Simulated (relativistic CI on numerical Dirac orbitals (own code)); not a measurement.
**Sensitivity of the levels of Pt LXIII to α and to the nuclear radius**

Computed by Dirac-Coulomb-Breit CI, separate exchange-only KLI orbitals for each configuration, derivatives by finite differences, unscaled Slater integrals, QED left out (own radial code, finite nucleus).

Configuration list (outside the closed core [Ne]): 3s2.3p4, 3s2.3p3.3d, 3s.3p5, 3p6, 3s.3p4.3d, 3s.3p3.3d2. Double excitations out of closed p, d and f shells are left out; levels of such configurations are missing from the list, as are those of other unlisted configurations, and high levels can miss mixing partners.

With x = (α/α₀)² − 1 an excitation energy changes as ω = ω₀ + qx; K = 2q/ω₀ is the relative enhancement. Terms are leading LS components, so labels can repeat. The field-shift factor is F = δν/δ⟨r²⟩ for the transition from the lowest level.

Lowest level 3s2.3p4 3P_2.

```
           Level  ω₀ (cm⁻¹)   q (cm⁻¹)  F (GHz/fm²)
    3s2.3p4 1S_0     188905      11170         1.16
3s2.3p3.3d 3D°_2    2020390     140900         26.8
3s2.3p3.3d 3P°_0    2095983     153200           27
3s2.3p3.3d 3D°_1    2097849     155100         4.81
3s2.3p3.3d 3F°_3    2100687     144200         33.2
3s2.3p3.3d 3F°_4    2882439     979700           61
3s2.3p3.3d 3D°_2    2948342  1.021e+06          -13
3s2.3p3.3d 3D°_3    3114554  1.007e+06         46.7
3s2.3p3.3d 3D°_1    3212358  1.024e+06         35.3
    3s2.3p4 3P_1    3621208  4.586e+06         -837
    3s2.3p4 1D_2    3705310  4.579e+06         -840
    3s.3p5 3P°_2    5239670  4.977e+06       -10000
    3s.3p5 1P°_1    5412779  4.881e+06        -6450
3s2.3p3.3d 3F°_2    5544615  4.709e+06         -826
3s2.3p3.3d 5D°_0    5556003  4.716e+06         -833
3s2.3p3.3d 3D°_1    5576774  4.772e+06        -2620
3s2.3p3.3d 3G°_3    5614545  4.706e+06         -801
3s2.3p3.3d 3G°_4    5684527  4.687e+06         -798
3s2.3p3.3d 3F°_2    5824545  4.711e+06         -917
3s2.3p3.3d 3D°_3    5930324  4.729e+06         -818
3s2.3p3.3d 3D°_2    6002088  4.783e+06        -1880
3s2.3p3.3d 3S°_1    6059914  4.818e+06        -2240
3s2.3p3.3d 3D°_1    6192032  4.808e+06        -2460
```

At this charge energies of transitions that change n are usually good to better than 1 %, and those within a shell (Δn = 0) to a few per cent.

(1) Which transition from the lowest level has the largest |K|?

## Answers

(1) 3s2.3p4 3P_1 at 3621208 cm⁻¹, K = 2.53.
